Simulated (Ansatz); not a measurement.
Consider the ligand exchange at the Sn–O bond: `[OH][SnH2][Cl]` + NH₃ → `[NH2][SnH2][Cl]` + H₂O.

Calculated with Ansatz (gas phase, PBE0-D4/def2-TZVP geometries, no zero-point term in ΔE). CCSD(T)/CBS is the MP2 limit (def2-TZVPP, def2-QZVPP) plus CCSD(T) − MP2 in def2-TZVPP, frozen cores. This one scheme is used for every species. DFT in def2-TZVPP. def2 core potentials past Kr. For Sn outer-core shells are correlated without core-valence functions, which leaves a few kJ/mol of doubt a bond. Each species was taken in one conformer, which may not be the lowest.

(1) Is it downhill or uphill in electronic energy at CCSD(T)/CBS, and by how much? (An estimate is asked.)

(2) What do these levels give: r2SCAN-D4, PBE, HF/def2-TZVPP, MP2/def2-TZVPP, HF/def2-QZVPP, MP2/def2-QZVPP? (An estimate is asked.)

Largest T1 diagnostic among the species: 0.013.

## Answers

(1) Ansatz gave: Uphill: ΔE = +18.0 kJ/mol.

(2) Computed: r2SCAN-D4 23.0, PBE 21.7, HF/def2-TZVPP 23.5, MP2/def2-TZVPP 16.2, HF/def2-QZVPP 24.4, MP2/def2-QZVPP 16.9 kJ/mol.

In def2-TZVPP, CCSD(T) changes the Hartree–Fock value by −6.2 kJ/mol (the triples alone add −0.2 kJ/mol) and MP2 by −7.3 kJ/mol.
